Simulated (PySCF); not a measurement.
Input of a run (PBE0-D3(BJ)/def2-SVP geometry optimisation, gas phase, def2 core potentials past Kr (PySCF 2.14.0)), started from GFN2-xTB:
```
{"job": {"xc": "PBE0", "basis": "def2-SVP", "d3": "d3bj", "grid": 1, "maxiter": 30, "shake": 0.01, "kind": "geom"}, "charge": 0, "multiplicity": 1}
N      2.072010     0.771320    -0.481170
Sn     1.091430    -0.964990    -0.210060
C     -1.009560    -0.621880    -0.639160
Si    -1.731780     0.822500     0.331460
H      1.889470     1.229460    -1.392090
H      3.047400     0.782990    -0.345010
H      1.762900    -2.246640    -1.132430
H      1.456660    -1.325040     1.384500
H     -1.080710    -0.437610    -1.681290
H     -1.525890    -1.545310    -0.408620
H     -1.728350     0.514160     1.771730
H     -3.151220     0.931600    -0.102280
H     -1.086530     2.072550     0.032850
```

Output (energies in Eh, forces in Eh/bohr):
```
step   0  E = -601.63717217  max force = 0.031941
step   1  E = -601.64351316  max force = 0.009468
step   2  E = -601.64432155  max force = 0.002213
step   3  E = -601.64450237  max force = 0.001911
step   4  E = -601.64455977  max force = 0.000363
step   5  E = -601.64456693  max force = 0.000109
optimisation converged
```

Problem. Summarise the run.

Solution. The energy falls by 0.201 eV over 6 energy and gradient evaluations, the largest force component goes from 0.0319 to 1.1e-04 Eh/bohr, and the atoms move by 0.080 Å rms after alignment. The bond that changes most is Si4–H13 (SiH3 silicon to Si–H hydrogen), which lengthens by 0.055 Å. Bonds longer at the end by more than 0.005 Å: 9 of 12; shorter: 3. Among the angles that change most is C3–Si4–H12, from 105.8° to 111.0°. Among the dihedrals that turn most is H5–N1–Sn2–H7, from 74° to 58°. The energy never rose by more than 1e-6 Eh on the way. The first step brought 86 % of the lowering.

Problem. What are the final bond lengths?

Solution. N1–Sn2 2.049 Å, Sn2–C3 2.154 Å, C3–Si4 1.878 Å, N1–H5 1.019 Å, N1–H6 1.019 Å, Sn2–H7 1.728 Å, Sn2–H8 1.714 Å, C3–H9 1.103 Å, C3–H10 1.102 Å, Si4–H11 1.496 Å, Si4–H12 1.498 Å, Si4–H13 1.493 Å. Numbering counts from 1 in the input's order; the species is `[NH2][SnH2][CH2][SiH3]`.

The run used 117 basis functions and 42 SCF cycles in all.

No frequency check. One conformer, not necessarily the lowest.
